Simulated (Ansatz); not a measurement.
C3H2F4 (`F[C@@H]1[C@H](F)C1(F)F`), relaxed with RKS PBE-D4/def2-SVP in Ansatz 0.2.0 from a rough embedded geometry. The force threshold is 0.03 eV/Å; the program also tests the step.

Total charge 0; spin multiplicity 1.

Start:

```xyz
9

F    -1.707    0.998   -0.063
C    -0.522    0.460   -0.556
C     0.661    0.455    0.388
F     0.512    0.926    1.605
C    -0.018   -0.828    0.013
F     0.562   -1.746   -0.783
F    -0.742   -1.518    0.996
H    -0.407    0.627   -1.577
H     1.661    0.626   -0.022
```

**Question.** By how much does the energy fall, and how many steps does the optimiser take? (Best estimate.)

**Answer.** Ansatz gave: 24.40 kJ/mol, in 4 steps.

**Question.** Which bonds change most? (Estimate.)

**Answer.** The calculation gave: C2–H8 from 1.041 to 1.106 Å; C5–F7 from 1.403 to 1.342 Å; C3–F4 from 1.313 to 1.355 Å; F1–C2 from 1.391 to 1.355 Å.

**Question.** Give the relaxed structure. (An estimate is asked.)

**Answer.** Computed: 
```xyz
9

F    -1.714    0.936   -0.052
C    -0.550    0.446   -0.546
C     0.678    0.433    0.391
F     0.524    0.919    1.646
C    -0.034   -0.844    0.034
F     0.578   -1.735   -0.778
F    -0.767   -1.447    0.982
H    -0.384    0.660   -1.618
H     1.669    0.632   -0.059
```
